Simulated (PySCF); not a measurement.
PySCF input (M06-2X/def2-TZVPD):

```python
from pyscf import gto, scf, dft

mol = gto.M(
    atom='''
    C    -0.03656811   -0.45071943   -0.08291141
    F    -0.12060882   -1.30458171    0.93195011
    Cl   -1.43146427    0.54752801   -0.25057898
    Cl    1.50822239    0.30221034   -0.21354352
    ''',
    basis='def2-tzvpd',
    charge=0,
    spin=1,
    verbose=4,
)

mf = dft.UKS(mol, xc='m062x').density_fit(auxbasis='def2-universal-jkfit')
mf.grids.level = 4
mf.conv_tol = 1e-9
mf.max_cycle = 100
mf.max_memory = 1500
mf.kernel()
if not mf.converged:
    mf = mf.newton()
    mf.kernel(mf.make_rdm1())
for _ in range(2):
    mo, _, stable, _ = mf.stability(return_status=True)
    if stable:
        break
    mf.kernel(mf.make_rdm1(mo, mf.mo_occ))
mf.analyze()
```

End of the output:

```
Extra cycle  E= -1058.28514324356  delta_E= -4.8e-11  |g|= 9.26e-06  |ddm|= 1.36e-05
converged SCF energy = -1058.28514324356  <S^2> = 0.75474342  2S+1 = 2.0047378
uhf_internal: lowest eigs of H = [0.32645042 0.39261451 0.40415019]
<class 'pyscf.df.df_jk.DFUKS'> wavefunction is stable in the internal stability analysis
**** SCF Summaries ****
Total Energy =                       -1058.285143243563425
Nuclear Repulsion Energy =             199.263008905275996
One-electron Energy =                -1857.359994238729769
Two-electron Energy =                  599.811842089890433
Two-electron Coulomb Energy =          672.112194373041575
DFT Exchange-Correlation Energy =      -72.300352283151128
HOMO-LUMO gap [eV] =                     6.543795875804556
**** MO energy ****
                             alpha | beta                alpha | beta
MO #1   energy= -102.686839320656  | -102.685613216693  occ= 1 | 1
MO #2   energy= -102.686836684232  | -102.685610424626  occ= 1 | 1
MO #3   energy= -25.3074826991766  | -25.3045426589087  occ= 1 | 1
MO #4   energy= -10.7516845132655  | -10.7409913099722  occ= 1 | 1
MO #5   energy= -9.84878581954322  | -9.84832441876985  occ= 1 | 1
MO #6   energy= -9.8487774982054   | -9.84831376789801  occ= 1 | 1
MO #7   energy= -7.57116259400807  | -7.57026632811421  occ= 1 | 1
MO #8   energy= -7.57116033688412  | -7.57026388229166  occ= 1 | 1
MO #9   energy= -7.56648569466195  | -7.56487922017546  occ= 1 | 1
MO #10  energy= -7.56648307564532  | -7.56487414888677  occ= 1 | 1
MO #11  energy= -7.56525073110611  | -7.5638220045769   occ= 1 | 1
MO #12  energy= -7.5652451693663   | -7.56381921529515  occ= 1 | 1
MO #13  energy= -1.43024267624553  | -1.42070821843566  occ= 1 | 1
MO #14  energy= -1.03187006772774  | -1.01839510647251  occ= 1 | 1
MO #15  energy= -0.965879219586569 | -0.958466924775706 occ= 1 | 1
MO #16  energy= -0.764830406545819 | -0.745298646524397 occ= 1 | 1
MO #17  energy= -0.635022142160907 | -0.626106608398826 occ= 1 | 1
MO #18  energy= -0.634308559973992 | -0.614243565956688 occ= 1 | 1
MO #19  energy= -0.625880038594636 | -0.592114140345399 occ= 1 | 1
MO #20  energy= -0.503525079427011 | -0.49311492914017  occ= 1 | 1
MO #21  energy= -0.481352260848504 | -0.453611852259915 occ= 1 | 1
MO #22  energy= -0.44069165657383  | -0.438535066111992 occ= 1 | 1
MO #23  energy= -0.423296379878693 | -0.412153037281463 occ= 1 | 1
MO #24  energy= -0.404014046251584 | -0.40152093034464  occ= 1 | 1
MO #25  energy= -0.302493147007127 | -0.0620130821182983 occ= 1 | 0
MO #26  energy= 0.00388073087256764 | 0.0105409050534389 occ= 0 | 0
MO #27  energy= 0.0201338716189101 | 0.024087021781612  occ= 0 | 0
MO #28  energy= 0.0210620801062292 | 0.0251133222056123 occ= 0 | 0
MO #29  energy= 0.035193959197524  | 0.0381293336022452 occ= 0 | 0
MO #30  energy= 0.0399840284633522 | 0.0419480403823807 occ= 0 | 0
MO #31  energy= 0.0545897433339016 | 0.0587931879146081 occ= 0 | 0
MO #32  energy= 0.0645934505321673 | 0.0691506583568281 occ= 0 | 0
MO #33  energy= 0.071756212331186  | 0.0761069726120954 occ= 0 | 0
MO #34  energy= 0.0973951019912055 | 0.0991799731125542 occ= 0 | 0
MO #35  energy= 0.101246909892938  | 0.105415519140988  occ= 0 | 0
MO #36  energy= 0.104044417793531  | 0.118402790882285  occ= 0 | 0
MO #37  energy= 0.131104138644245  | 0.132228062268798  occ= 0 | 0
MO #38  energy= 0.133097218362376  | 0.140871577842155  occ= 0 | 0
MO #39  energy= 0.166820078670679  | 0.168889801925508  occ= 0 | 0
MO #40  energy= 0.177687207937763  | 0.173891764620203  occ= 0 | 0
MO #41  energy= 0.197487678505164  | 0.197762771964522  occ= 0 | 0
MO #42  energy= 0.21381548270533   | 0.213475428545973  occ= 0 | 0
MO #43  energy= 0.218235083295675  | 0.21573602799153   occ= 0 | 0
MO #44  energy= 0.242166085847459  | 0.244350112833282  occ= 0 | 0
MO #45  energy= 0.250652734996177  | 0.251060751087251  occ= 0 | 0
MO #46  energy= 0.2731077308388    | 0.27214562626413   occ= 0 | 0
MO #47  energy= 0.282079349208971  | 0.282743139391098  occ= 0 | 0
MO #48  energy= 0.285451243082895  | 0.284849552641342  occ= 0 | 0
MO #49  energy= 0.294372418196787  | 0.294295248975417  occ= 0 | 0
MO #50  energy= 0.309285694337827  | 0.303294676825611  occ= 0 | 0
MO #51  energy= 0.320767215225207  | 0.311293873722204  occ= 0 | 0
MO #52  energy= 0.32264081784415   | 0.314117354059901  occ= 0 | 0
MO #53  energy= 0.349419230950416  | 0.336612251519385  occ= 0 | 0
MO #54  energy= 0.350326563317875  | 0.343369629923239  occ= 0 | 0
MO #55  energy= 0.377920634258096  | 0.373906489477695  occ= 0 | 0
MO #56  energy= 0.384175041512417  | 0.379397551351439  occ= 0 | 0
MO #57  energy= 0.391624409363821  | 0.389683932015342  occ= 0 | 0
MO #58  energy= 0.45301503734304   | 0.446655594708982  occ= 0 | 0
MO #59  energy= 0.457507954485669  | 0.449161688976183  occ= 0 | 0
MO #60  energy= 0.491393256430646  | 0.489558114802287  occ= 0 | 0
MO #61  energy= 0.567442921351052  | 0.561761049798144  occ= 0 | 0
MO #62  energy= 0.568384780825058  | 0.564437519087841  occ= 0 | 0
MO #63  energy= 0.599982132596314  | 0.601189382366654  occ= 0 | 0
MO #64  energy= 0.602484351977439  | 0.604388083922329  occ= 0 | 0
MO #65  energy= 0.61346525513553   | 0.614506221263718  occ= 0 | 0
MO #66  energy= 0.61957617572404   | 0.621355713740784  occ= 0 | 0
MO #67  energy= 0.623129007942549  | 0.624782809645589  occ= 0 | 0
MO #68  energy= 0.63392903844706   | 0.634197339935295  occ= 0 | 0
MO #69  energy= 0.636893798206413  | 0.637915387716704  occ= 0 | 0
MO #70  energy= 0.643614912565619  | 0.644155376438554  occ= 0 | 0
MO #71  energy= 0.65307510802138   | 0.651149013240642  occ= 0 | 0
MO #72  energy= 0.653133715260829  | 0.659069505729189  occ= 0 | 0
MO #73  energy= 0.683629362748368  | 0.683747953884707  occ= 0 | 0
MO #74  energy= 0.690947621433911  | 0.684018525868224  occ= 0 | 0
MO #75  energy= 0.714523122194273  | 0.717531489456932  occ= 0 | 0
MO #76  energy= 0.762854208753437  | 0.764116317709291  occ= 0 | 0
MO #77  energy= 0.767121373934157  | 0.768196784954234  occ= 0 | 0
MO #78  energy= 0.793026602534731  | 0.792754073318312  occ= 0 | 0
MO #79  energy= 0.833963953722584  | 0.833137616941123  occ= 0 | 0
MO #80  energy= 0.842982115453696  | 0.841740340585382  occ= 0 | 0
MO #81  energy= 0.857321762464881  | 0.858853330086861  occ= 0 | 0
MO #82  energy= 0.948966360847566  | 0.952343285041582  occ= 0 | 0
MO #83  energy= 1.00332270362255   | 1.00737757876332   occ= 0 | 0
MO #84  energy= 1.03411136125148   | 1.03934871146783   occ= 0 | 0
MO #85  energy= 1.07379283565553   | 1.07695982161513   occ= 0 | 0
MO #86  energy= 1.1289967645798    | 1.13823081800716   occ= 0 | 0
MO #87  energy= 1.16283681944079   | 1.17056435622054   occ= 0 | 0
MO #88  energy= 1.21204308843899   | 1.21407954479022   occ= 0 | 0
MO #89  energy= 1.2852167740554    | 1.28942267865405   occ= 0 | 0
MO #90  energy= 1.30877689130022   | 1.31671076495589   occ= 0 | 0
MO #91  energy= 1.3709771272423    | 1.36979324299543   occ= 0 | 0
MO #92  energy= 1.3911125779345    | 1.39317783213212   occ= 0 | 0
MO #93  energy= 1.54381195382558   | 1.60505724927933   occ= 0 | 0
MO #94  energy= 1.79555546361838   | 1.80545421062525   occ= 0 | 0
MO #95  energy= 1.90829282073389   | 1.90946228650455   occ= 0 | 0
MO #96  energy= 1.9125935834527    | 1.91457067206882   occ= 0 | 0
MO #97  energy= 1.91777598653502   | 1.92163521266919   occ= 0 | 0
MO #98  energy= 1.92188069403104   | 1.92223663259264   occ= 0 | 0
MO #99  energy= 1.93270813822666   | 1.93562372893257   occ= 0 | 0
MO #100 energy= 1.94464929977573   | 1.94738760482429   occ= 0 | 0
MO #101 energy= 1.94856912153766   | 1.9494954148747    occ= 0 | 0
MO #102 energy= 1.9575908385263    | 1.95771782478537   occ= 0 | 0
MO #103 energy= 1.95923812684729   | 1.96086327205251   occ= 0 | 0
MO #104 energy= 1.96704852981667   | 1.96856402039715   occ= 0 | 0
[...]
```

It need not be the lowest isomer of its formula.
